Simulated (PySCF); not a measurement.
CH₆ClFSi₂, SMILES C[Si@@](F)([SiH3])Cl.

Geometry optimised at B3LYP-D3(BJ)/def2-SVP. The structure was generated by enumeration; whether it is a known compound was not checked.

These are PySCF with SMD-B3LYP/6-31G* values and carry that method's errors.

Solvation free energies are E(SMD) − E(gas) at the gas-phase geometry, for 1 M in both phases. In vacuum the dipole moment is 2.40 D.

Task: Rank water, chloroform, N,N-dimethylformamide by solvation free energy, most negative first.

Result: chloroform (-3.7 kcal/mol), N,N-dimethylformamide (-3.1 kcal/mol), water (0.7 kcal/mol)
